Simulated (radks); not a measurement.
All-electron atom: P III in [Ne] 3s2 3p(up 1, down 0) (the NIST ground configuration). Calculated with a radial shooting solver on a logarithmic mesh with Libxc functionals: non-relativistic Kohn-Sham, PBEsol, spin-polarised, spherical densities, point nucleus.

Unscreened Slater integrals over Kohn-Sham orbitals (eV). They are taken over the spin-up orbitals.

\begin{tabular}{lr}
integral & value \\ \hline
F0(3p,3p) & 12.512 \\
F2(3p,3p) & 6.4177 \\
F0(3p,3s) & 13.201 \\
G1(3p,3s) & 8.8208 \\
F0(3p,2p) & 16.927 \\
F2(3p,2p) & 2.8722 \\
G0(3p,2p) & 1.1809 \\
G2(3p,2p) & 1.1629 \\
F0(3p,2s) & 16.747 \\
G1(3p,2s) & 0.91176 \\
F0(3s,3s) & 14.027 \\
F0(3s,2p) & 18.564 \\
G1(3s,2p) & 1.3916 \\
F0(3s,2s) & 18.417 \\
G0(3s,2s) & 1.1098 \\
F0(2p,2p) & 51.544 \\
F2(2p,2p) & 23.755 \\
F0(2p,2s) & 48.978 \\
G1(2p,2s) & 29.097 \\
F0(2s,2s) & 47.291 \\
\end{tabular}

Derived for the open shells (J is the average intra-shell exchange parameter used in DFT+U). 3p: J = F2/5 = 1.284 eV.
